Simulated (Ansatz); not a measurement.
C2H6Al, charge +1, singlet, at a GFN2-xTB geometry (such geometries of metal compounds can be far from the true shape); CAM-B3LYP/def2-SV(P) (Ansatz, a program for electronic structure).

The Ansatz input:
Ansatz 0.2 input:
```yaml
crystal:
  periodic: [false, false, false]
  atoms:
    - {symbol: Al, position_ang: [-0.00000000, 0.00000000, -0.00000000]}
    - {symbol: C, position_ang: [1.50720605, 0.20042735, -1.23909353]}
    - {symbol: H, position_ang: [2.19275998, -0.66045124, -1.17828475]}
    - {symbol: H, position_ang: [2.09155963, 1.10777030, -1.01536712]}
    - {symbol: H, position_ang: [1.16035750, 0.27671081, -2.28248740]}
    - {symbol: C, position_ang: [-1.50720605, -0.20042735, 1.23909353]}
    - {symbol: H, position_ang: [-2.07340287, -1.12374067, 1.03486934]}
    - {symbol: H, position_ang: [-2.20884983, 0.64552472, 1.15629899]}
    - {symbol: H, position_ang: [-1.16242441, -0.24581393, 2.28497092]}
basis:
  gaussian:
    orbitals: def2-SV_P_.json
hamiltonian:
  xc: cam_b3lyp
total_charge: 1
```
The basis file holds def2-SV(P) in the JSON format of the Basis Set Exchange.

Question: Write the output that Ansatz gives for this input, abridged.

Answer: 
```
Functional definition: CAM-B3LYP
638 factors; integrals over basis functions are off by at most 6.9e-4 eV
234 factors; integrals over basis functions are off by at most 1.4e-5 eV
mean field evaluation 1: about -8743.5135 eV, gradient 7.2e1 eV
mean field evaluation 2: about -8745.2979 eV, gradient 6.3e1 eV
mean field evaluation 4: about -8756.1332 eV, gradient 2.3e-1 eV
mean field evaluation 8: about -8756.1272 eV, gradient 1.3e-3 eV
mean field -8756.12723550 eV, -321.7817407883 hartree, gradient 1.8e-5 eV, S^2 0.000000; 0 other end points of the search recorded, 0 dependent functions left out
reference -8756.12734771 eV, -321.7817449120 hartree; 15, 15 occupied and 43, 43 virtual orbitals, 638 factors
Total energy: -8756.12734771 eV, -321.7817449120 hartree
```
